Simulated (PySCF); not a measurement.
C2H5Br2NSi (SMILES C=C[Si](N)(Br)Br), singlet, at a GFN2-xTB geometry, with bond 10-4 at 1.8 times its length; CASSCF(6,4)/STO-3G (PySCF).

PySCF was given this input:
```python
from pyscf import gto, scf, mcscf
import numpy

mol = gto.Mole()
mol.atom = '''
    C    -0.217567    2.002424   -2.198413
    C    -0.489154    0.721243   -2.014319
    Si    0.117450   -0.299491   -0.569224
    N     0.866740   -1.734678   -1.110487
    Br    1.426567    0.967390    0.730727
    Br   -1.560614   -0.997736    0.715141
    H     0.400393    2.564001   -1.514836
    H    -0.599295    2.552706   -3.043500
    H    -1.117338    0.202551   -2.725858
    H     0.958475   -3.206159   -0.058983
    H     1.619040   -1.711356   -1.775912
'''
mol.basis = 'sto-3g'
mol.charge = 0
mol.spin = 0
mol.verbose = 4
mol.build()

mf = scf.RHF(mol)
mf.kernel()
mc = mcscf.CASSCF(mf, 4, 6)
mc.fix_spin_(ss=0.0)
mc.kernel()
occ = numpy.linalg.eigvalsh(mc.fcisolver.make_rdm1(mc.ci, mc.ncas, mc.nelecas))[::-1]
ss = mc.fcisolver.spin_square(mc.ci, mc.ncas, mc.nelecas)[0]
print('natural occupations', occ.round(4), ' <S^2>', round(ss, 4))
```

It wrote (shortened):

```
PySCF version 2.14.0

[INPUT] verbose = 4
[INPUT] num. atoms = 11
[INPUT] num. electrons = 108
[INPUT] charge = 0
[INPUT] spin (= nelec alpha-beta = 2S) = 0
[INPUT] symmetry False subgroup None
[INPUT] Mole.unit = angstrom
[INPUT] Symbol           X                Y                Z      unit          X                Y                Z       unit  Magmom
[...]
nuclear repulsion = 799.846479142991
number of shells = 35
number of NR pGTOs = 195
number of NR cGTOs = 65
basis = sto-3g
ecp = {}

******** <class 'pyscf.scf.hf.RHF'> ********
method = RHF
initial guess = minao
damping factor = 0
level_shift factor = 0
DIIS = <class 'pyscf.scf.diis.CDIIS'>
diis_start_cycle = 1
diis_space = 8
diis_damp = 0
SCF conv_tol = 1e-09
SCF conv_tol_grad = None
SCF max_cycles = 50
direct_scf = True
direct_scf_tol = 1e-13
Set gradient conv threshold to 3.16228e-05
Initial guess from minao.
init E= -5499.18044135608
[...]
cycle= 1 E= -5506.08943677376  delta_E= -6.91  |g|= 0.523  |ddm|= 4.11
[...]
cycle= 2 E= -5506.2377391466  delta_E= -0.148  |g|= 0.234  |ddm|= 1.31
[...]
cycle= 3 E= -5506.25834693232  delta_E= -0.0206  |g|= 0.0695  |ddm|= 0.44
[...]
cycle= 4 E= -5506.26142590257  delta_E= -0.00308  |g|= 0.0185  |ddm|= 0.166
[...]
cycle= 5 E= -5506.26168486727  delta_E= -0.000259  |g|= 0.00493  |ddm|= 0.0583
[...]
cycle= 6 E= -5506.26171252821  delta_E= -2.77e-05  |g|= 0.00258  |ddm|= 0.0183
[...]
cycle= 7 E= -5506.26171807741  delta_E= -5.55e-06  |g|= 0.00104  |ddm|= 0.00731
[...]
cycle= 8 E= -5506.26172050456  delta_E= -2.43e-06  |g|= 0.000527  |ddm|= 0.00566
[...]
cycle= 9 E= -5506.26172130959  delta_E= -8.05e-07  |g|= 0.000204  |ddm|= 0.00389
[...]
cycle= 10 E= -5506.26172141597  delta_E= -1.06e-07  |g|= 4.91e-05  |ddm|= 0.00167
[...]
cycle= 11 E= -5506.26172141916  delta_E= -3.19e-09  |g|= 1.13e-05  |ddm|= 0.000267
[...]
cycle= 12 E= -5506.26172141926  delta_E= -9.64e-11  |g|= 2.8e-06  |ddm|= 4.12e-05
[...]
Extra cycle  E= -5506.26172141925  delta_E= 1.36e-11  |g|= 1.17e-06  |ddm|= 6.2e-06
converged SCF energy = -5506.26172141925

******** <class 'pyscf.mcscf.mc1step.CASSCF'> ********
CAS (3e+3e, 4o), ncore = 51, nvir = 10
max_cycle_macro = 50
max_cycle_micro = 4
conv_tol = 1e-07
conv_tol_grad = None
orbital rotation max_stepsize = 0.02
orbital rotation threshold for CI restart = 0.01
augmented hessian ah_max_cycle = 30
augmented hessian ah_conv_tol = 1e-12
augmented hessian ah_linear dependence = 1e-14
augmented hessian ah_level shift = 1e-08
augmented hessian ah_start_tol = 2.5
augmented hessian ah_start_cycle = 3
augmented hessian ah_grad_trust_region = 3
kf_trust_region = 3
kf_interval = 4
ci_response_space = 4
ci_grad_trust_region = 3
with_dep4 0
natorb = False
canonicalization = True
sorting_mo_energy = False
ao2mo_level = 2
internal_rotation = False
******** <class 'pyscf.fci.addons.SpinPenaltyFCISolver'> ********
max. cycles = 50
conv_tol = 1e-08
davidson only = True
linear dependence = 1e-12
level shift = 0.001
max iter space = 12
nroots = 1
pspace_size = 400
spin = None
CASCI E = -5506.26293943485  S^2 = 0.0000000
Set conv_tol_grad to 0.000316228
macro iter   1 ( 21 JK    4 micro), CASSCF E = -5506.29884208228  dE = -3.59026474e-02  S^2 = 0.0000000
               |grad[o]|=0.00649  |grad[c]|=0.0714  |ddm|=0.105  |maxRot[o]|= 0.23
macro iter   2 ( 21 JK    4 micro), CASSCF E = -5506.34470560244  dE = -4.58635202e-02  S^2 = 0.0000000
               |grad[o]|=0.0793  |grad[c]|=0.0591  |ddm|=0.0928  |maxRot[o]|=0.287
macro iter   3 ( 21 JK    4 micro), CASSCF E = -5506.35027635920  dE = -5.57075676e-03  S^2 = 0.0000000
               |grad[o]|=0.0374  |grad[c]|=0.00603  |ddm|=0.0223  |maxRot[o]|=0.0767
macro iter   4 ( 16 JK    4 micro), CASSCF E = -5506.35043817228  dE = -1.61813083e-04  S^2 = 0.0000000
               |grad[o]|=0.00674  |grad[c]|=0.0163  |ddm|=0.0141  |maxRot[o]|=0.0896
macro iter   5 (  7 JK    2 micro), CASSCF E = -5506.35045562477  dE = -1.74524939e-05  S^2 = 0.0000000
[...]
macro iter  16 (  5 JK    1 micro), CASSCF E = -5506.35068498647  dE = -3.65899177e-06  S^2 = 0.0000000
               |grad[o]|=0.000197  |grad[c]|=0.00236  |ddm|=8.99e-05  |maxRot[o]|= 0.04
macro iter  17 (  7 JK    2 micro), CASSCF E = -5506.35069072033  dE = -5.73386387e-06  S^2 = 0.0000000
               |grad[o]|=0.000374  |grad[c]|=0.00416  |ddm|=0.00112  |maxRot[o]|=0.0443
macro iter  18 (  7 JK    2 micro), CASSCF E = -5506.35069905847  dE = -8.33813829e-06  S^2 = 0.0000000
               |grad[o]|=0.000368  |grad[c]|=0.00407  |ddm|=0.000137  |maxRot[o]|=0.0661
macro iter  19 ( 12 JK    3 micro), CASSCF E = -5506.35069004681  dE =  9.01165731e-06  S^2 = 0.0000000
               |grad[o]|=0.000228  |grad[c]|=0.00771  |ddm|=0.00495  |maxRot[o]|=0.0578
macro iter  20 ( 21 JK    4 micro), CASSCF E = -5506.35069201750  dE = -1.97069039e-06  S^2 = 0.0000000
               |grad[o]|=0.000517  |grad[c]|=0.00116  |ddm|=0.000268  |maxRot[o]|=0.0123
macro iter  21 (  7 JK    2 micro), CASSCF E = -5506.35069548049  dE = -3.46298384e-06  S^2 = 0.0000000
               |grad[o]|=0.000281  |grad[c]|=0.00266  |ddm|=0.00187  |maxRot[o]|=0.0383
macro iter  22 (  7 JK    2 micro), CASSCF E = -5506.35069943876  dE = -3.95827919e-06  S^2 = 0.0000000
               |grad[o]|=0.000201  |grad[c]|=0.00519  |ddm|=0.00458  |maxRot[o]|=0.0517
macro iter  23 (  7 JK    2 micro), CASSCF E = -5506.35070371034  dE = -4.27157829e-06  S^2 = 0.0000000
               |grad[o]|=0.000132  |grad[c]|=0.00756  |ddm|=0.00524  |maxRot[o]|=0.0601
macro iter  24 (  7 JK    2 micro), CASSCF E = -5506.35070911724  dE = -5.40689598e-06  S^2 = 0.0000000
               |grad[o]|=0.000108  |grad[c]|=0.00935  |ddm|=0.00483  |maxRot[o]|=0.0648
macro iter  25 (  7 JK    2 micro), CASSCF E = -5506.35071588358  dE = -6.76633772e-06  S^2 = 0.0000000
               |grad[o]|=0.000132  |grad[c]|=0.0104  |ddm|=0.00375  |maxRot[o]|=0.0673
macro iter  26 (  7 JK    2 micro), CASSCF E = -5506.35072412663  dE = -8.24305425e-06  S^2 = 0.0000000
               |grad[o]|=0.00022  |grad[c]|=0.0106  |ddm|=0.00265  |maxRot[o]|=0.0686
macro iter  27 (  7 JK    2 micro), CASSCF E = -5506.35073300958  dE = -8.88294471e-06  S^2 = 0.0000000
               |grad[o]|=0.000274  |grad[c]|=0.0103  |ddm|=0.00172  |maxRot[o]|=0.0692
macro iter  28 (  7 JK    2 micro), CASSCF E = -5506.35074191753  dE = -8.90795764e-06  S^2 = 0.0000000
               |grad[o]|=0.000358  |grad[c]|=0.00951  |ddm|=0.000861  |maxRot[o]|=0.0695
macro iter  29 (  7 JK    2 micro), CASSCF E = -5506.35074940996  dE = -7.49242645e-06  S^2 = 0.0000000
               |grad[o]|=0.000377  |grad[c]|=0.00868  |ddm|=0.000393  |maxRot[o]|=0.0697
macro iter  30 (  7 JK    2 micro), CASSCF E = -5506.35075470347  dE = -5.29350655e-06  S^2 = 0.0000000
               |grad[o]|=0.000374  |grad[c]|=0.00773  |ddm|=0.000278  |maxRot[o]|=0.0698
macro iter  31 (  6 JK    2 micro), CASSCF E = -5506.35075687281  dE = -2.16934586e-06  S^2 = 0.0000000
               |grad[o]|=0.000325  |grad[c]|=0.00355  |ddm|=0.000149  |maxRot[o]|=0.0499
macro iter  32 (  6 JK    1 micro), CASSCF E = -5506.35075762803  dE = -7.55218935e-07  S^2 = 0.0000000
               |grad[o]|=0.000226  |grad[c]|=0.000996  |ddm|=0.000484  |maxRot[o]|=0.0268
macro iter  33 (  7 JK    2 micro), CASSCF E = -5506.35075966545  dE = -2.03741638e-06  S^2 = 0.0000000
               |grad[o]|=0.000457  |grad[c]|=0.00196  |ddm|=0.000101  |maxRot[o]|=0.028
macro iter  34 (  4 JK    1 micro), CASSCF E = -5506.35075969763  dE = -3.21815605e-08  S^2 = 0.0000000
               |grad[o]|=0.000153  |grad[c]|=3.43e-05  |ddm|=9e-05  |maxRot[o]|=0.000567
1-step CASSCF converged in  34 macro (298 JK  75 micro) steps
CASSCF canonicalization
Density matrix diagonal elements [1.89882404 1.89554095 1.91600711 0.28962789]
CASSCF energy = -5506.35075969763
CASCI E = -5506.35075969763  E(CI) = -7.75613019423872  S^2 = 0.0000000
natural occupations [2.     1.9996 1.7179 0.2825]  <S^2> 0.0
```
